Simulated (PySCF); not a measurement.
GaHF2, SMILES [F][GaH][F]. The structure is a stationary point at ωB97X-D3(BJ)/def2-TZVP.

Computed equilibrium geometry at ωB97X-D3(BJ)/def2-TZVP (PySCF confirms it by a frequency run) as Cartesian coordinates in Å, and its point group:
point group C2v.
```xyz
4

Ga     0.0000     0.0000    -0.3203
H      0.0000     0.0000    -1.8535
F      0.0000    -1.4470     0.6546
F      0.0000     1.4470     0.6546
```
